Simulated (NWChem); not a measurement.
Species: CrO$_{4}$ (charge -2); SMILES [O]=[Cr-2](=[O])(=[O])=[O]

Results from NWChem. Pople sets run with spherical d functions. Sets without diffuse functions describe the anion's extra electron poorly. Coordinates come from a B3LYP/def2-SVPD optimisation. No frequency run checked for a minimum. The highest occupied level is positive in some or all of these runs, so the extra electron may be held by the finite basis. Level B3LYP/6-31G*: single points from the atomic guess with DIIS by default; each run changes one setting, and all converged runs end within 0.3 mHa of each other. NWChem's automatic level shift, which a small gap switches on, acted in some of these runs.

| setting | SCF iterations |
|---|---|
| defaults | 34 |
| no DIIS, 40 % damping | 45 |
| level shift of 0.5 Ha throughout | 34 |
| DIIS on 3 Fock matrices | 40 |
| occupation smearing of 0.005 Ha | 17 |
| no level shifting | 30 |
